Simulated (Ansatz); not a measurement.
Cost and result for the atomization energy of C$_{2}$H$_{7}$ClSn (`[CH3][SnH2][CH2]Cl`) (11 atoms, 10 bonds).

Cartesian coordinates in Å:
```
C 1.6679 0.5800 -0.2247
Sn 0.0685 -0.8238 -0.3779
C -1.6491 0.0135 0.6343
Cl -1.9916 1.6501 0.0094
H 1.3189 1.5543 -0.5669
H 2.5109 0.2643 -0.8391
H 1.9944 0.6620 0.8121
H 0.4620 -2.3122 0.3766
H -0.3698 -1.1027 -2.0055
H -1.4708 0.1045 1.7047
H -2.5413 -0.5899 0.4769
```

Total charge 0; spin multiplicity 1. Correlated methods include outer-core shells of Sn, which these sets cover unevenly. Sn takes the def2 core potential. The geometry is a stationary point of PBE0-D4/def2-TZVP. It is one conformer, not always the lowest. Program: Ansatz. All runs use 4 threads of an Arm Neoverse V1 on a shared host. Times are those of one run each, without the atoms' runs, and a repeat can differ threefold. Electronic energies, without spin–orbit coupling; frozen cores. CCSD(T)/CBS adds CCSD(T) − MP2 in def2-TZVPP to the MP2 limit, and its time is that of the two runs behind it. T1 = 0.011. With those shells the extrapolation isn't a true limit. B3LYP takes the VWN-RPA correlation (the form of Gaussian; ORCA's B3LYP/G).

CCSD(T)/CBS is a level of theory with its own doubt, some kJ/mol a heavy atom from the limit and from the frozen cores, so smaller differences don't rank the functionals.

```json
{"level": "PBE-D4/def2-TZVPP (with forces)", "functions": "252", "wall time": "2.6 s", "atomization (kcal/mol)": "845.0", "difference from CCSD(T)/CBS": "2.6", "per bond": "0.3"}
{"level": "PBE0-D4/def2-TZVPP", "functions": "252", "wall time": "3.2 s", "atomization (kcal/mol)": "836.9", "difference from CCSD(T)/CBS": "-5.5", "per bond": "-0.5"}
{"level": "r2SCAN-D4/def2-TZVPP (with forces)", "functions": "252", "wall time": "5 s", "atomization (kcal/mol)": "837.3", "difference from CCSD(T)/CBS": "-5.1", "per bond": "-0.5"}
{"level": "B3LYP-D4/def2-TZVPP (with forces)", "functions": "252", "wall time": "5.5 s", "atomization (kcal/mol)": "834.0", "difference from CCSD(T)/CBS": "-8.4", "per bond": "-0.8"}
{"level": "B2PLYP/def2-TZVPP", "functions": "252", "wall time": "5.5 s", "atomization (kcal/mol)": "824.8", "difference from CCSD(T)/CBS": "-17.6", "per bond": "-1.8"}
{"level": "ωB97X-V/def2-TZVPP", "functions": "252", "wall time": "8.5 s", "atomization (kcal/mol)": "841.5", "difference from CCSD(T)/CBS": "-0.9", "per bond": "-0.1"}
{"level": "ωB97M-V/def2-TZVPP (with forces)", "functions": "252", "wall time": "12 s", "atomization (kcal/mol)": "838.8", "difference from CCSD(T)/CBS": "-3.6", "per bond": "-0.4"}
{"level": "MP2/def2-QZVPP", "functions": "476", "wall time": "21 s", "atomization (kcal/mol)": "833.9", "difference from CCSD(T)/CBS": "-8.5", "per bond": "-0.8"}
{"level": "CCSD(T)/def2-TZVPP", "functions": "252", "wall time": "3.4 min", "atomization (kcal/mol)": "821.9", "difference from CCSD(T)/CBS": "-20.5", "per bond": "-2.0"}
{"level": "CCSD(T)/CBS(def2)", "functions": "–", "wall time": "3.8 min", "atomization (kcal/mol)": "842.4", "difference from CCSD(T)/CBS": "0.0", "per bond": "0.0"}
```

The D4 term adds +9.0 kcal/mol with B3LYP and +4.7 kcal/mol with PBE0; it sums over pairs of atoms, weighted by their polarisabilities, and B3LYP, whose exchange is more repulsive, gets the larger term. From PBE to PBE0 (25 % exact exchange), in def2-TZVPP and without D4, the atomization energy moves by −7.3 kcal/mol: exact exchange takes away binding that semilocal exchange gives to molecules. In def2-TZVPP, CCSD(T) changes the Hartree–Fock value by +207.2 kcal/mol (the triples alone add +11.4 kcal/mol) and MP2 by +207.1 kcal/mol; breaking electron pairs costs correlation energy, which Hartree–Fock lacks.

Spin–orbit coupling would lower the free Sn atoms strongly, and the atomization energy with them, by more than many differences here. For some Ge, Se and Sn compounds the MP2-based and the directly extrapolated limit differ by 10 to 25 kJ/mol.
